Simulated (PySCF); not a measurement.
**Frontier orbitals and the lowest excitations**

Compound: C₆H₄FN₃.
Bonds: F1–C2, C2–C3 (aromatic), C3–C4 (aromatic), C4–C5 (aromatic), C5–C6 (aromatic), C6–N7 (aromatic), N7–N8 (aromatic), N8–N9 (aromatic), N9–C10 (aromatic), C2–C10 (aromatic), C6–C10 (aromatic). Hydrogens: H11 on C3; H12 on C4; H13 on C5; H14 on N9.

Method: PySCF 2.14.0, density-fitted response routines, TDDFT wB97X-D/def2-SVPD, vertical, gas phase, core orbitals frozen in the response. Geometry: GFN2-xTB; no solvent, vibrations or thermal averaging.

Frontier orbitals with the atoms that hold most of them (Löwdin shares over 4%, at most four atoms; ? is withheld):

```json
{"orbital": "LUMO+2", "ε (eV)": "2.15", "atoms": "H14 24%, C2 20%, F1 18%, C10 13%"}
{"orbital": "LUMO+1", "ε (eV)": "1.43", "atoms": "C4 24%, C10 17%, C3 13%, C5 12%"}
{"orbital": "LUMO", "ε (eV)": "0.21", "atoms": "?"}
{"orbital": "HOMO", "ε (eV)": "-8.99", "atoms": "C5 20%, C2 18%, C4 13%, N9 11%"}
{"orbital": "HOMO-1", "ε (eV)": "-9.53", "atoms": "?"}
{"orbital": "HOMO-2", "ε (eV)": "-9.92", "atoms": "N7 47%, N8 29%, C6 10%, N9 9%"}
{"orbital": "HOMO-3", "ε (eV)": "-11.67", "atoms": "N7 26%, N9 25%, C10 12%, C6 10%"}
```

**Question.** Which atoms hold the LUMO, and with what shares?

**Answer.** N8 (bonded to 2 N) 22%; C5 (bonded to 2 C and H) 13%; C2 (bonded to 2 C and F) 13%; C3 (bonded to 2 C and H) 12%. By element: carbon 38% or more, nitrogen 22% or more.

**Question.** Which atoms hold the HOMO-1, and with what shares?

**Answer.** C3 (bonded to 2 C and H) 19%; C6 (bonded to 2 C and N) 18%; N8 (bonded to 2 N) 14%; C10 (bonded to 2 C and N) 14%. By element: carbon 51% or more, nitrogen 14% or more.

**Question.** The HOMO–LUMO gap is 9.19 eV. Where does the response calculation put the lowest singlet, and from which orbitals?

**Answer.** S1 is at 5.12 eV (f = 0.056), 4.07 eV below the gap, made of HOMO→LUMO (63%), HOMO-1→LUMO (18%), HOMO→LUMO+1 (10%). 

**Question.** One configuration dominates each of S2, S5 and S6. Which, and how do the shares of the two leading atoms of either orbital change from the occupied to the empty one?

**Answer.** 
- S2 (5.14 eV, f 0.0057), HOMO-2→LUMO (90%): N7 47% → at most 13%, N8 29% → 22%, C5 at most 7% → 13%
- S5 (6.99 eV, f 0.236), HOMO-1→LUMO+1 (72%): C3 19% → 13%, C6 18% → at most 12%, C4 at most 15% → 24%, C10 14% → 17%
- S6 (7.00 eV, f 0.0001), HOMO-2→LUMO+1 (84%): N7 47% → at most 12%, N8 29% → at most 12%, C4 at most 7% → 24%, C10 at most 7% → 17%

Löwdin shares depend on the basis, the more so with diffuse functions.
